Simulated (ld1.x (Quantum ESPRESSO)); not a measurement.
## Transferability test, ultrasoft potential for Li (Z = 3)

```
Element                 : lithium
Generator               : ld1.x (Quantum ESPRESSO) 7.5
Type                    : ultrasoft
Functional              : LDA (PZ)
Relativity              : scalar-relativistic
Frozen core             : [He]
Valence charge          : 1
Reference configuration : 2s0.5 2p0 (charge +0.5)
Partial waves           : 2s (bound): rcut 2.10, rcutus 2.85 bohr; 2s channel at 0.05 Ry: rcut 2.10, rcutus 2.85 bohr; 2p (bound, empty): rcut 3.45, rcutus 4.20 bohr; 2p channel at 0.8 Ry: rcut 3.45, rcutus 4.20 bohr; 3d channel at 0.45 Ry: rcut 3.20, rcutus 3.75 bohr; 3d channel at 1.45 Ry: rcut 3.20, rcutus 3.75 bohr
Local potential         : all-electron potential smoothed inside 4.20 bohr (lloc = -1)
Core correction         : none
Augmentation charge     : PSQ, inside the norm-conserving radii
```

Energies are relative to the spin-unpolarised reference configuration 2s0.5 2p0; without spin polarisation the order of configurations can differ from experiment. Spin-polarised rows fill each open shell by Hund’s rule, majority spin first.

Problem. Give the all-electron excitation energy and the error of the potential for: 2s1 2p0; 2s0 2p1; 2s0.5 2p0 (spin-polarised); 2s1 2p0 (spin-polarised).

Solution.

```csv
valence configuration,charge,ΔE all-electron (eV),error AE − PS (meV)
2s1 2p0,0,-2.045,+6.8
2s0 2p1,0,-0.291,+3.9
2s0.5 2p0 (spin-polarised),+0.5,-0.091,+12
2s1 2p0 (spin-polarised),0,-2.278,+29
```

Levels in the configuration 2s0 2p1:

```json
{"level": "2p", "all-electron (eV)": "-1.583", "pseudo (eV)": "-1.584"}
```
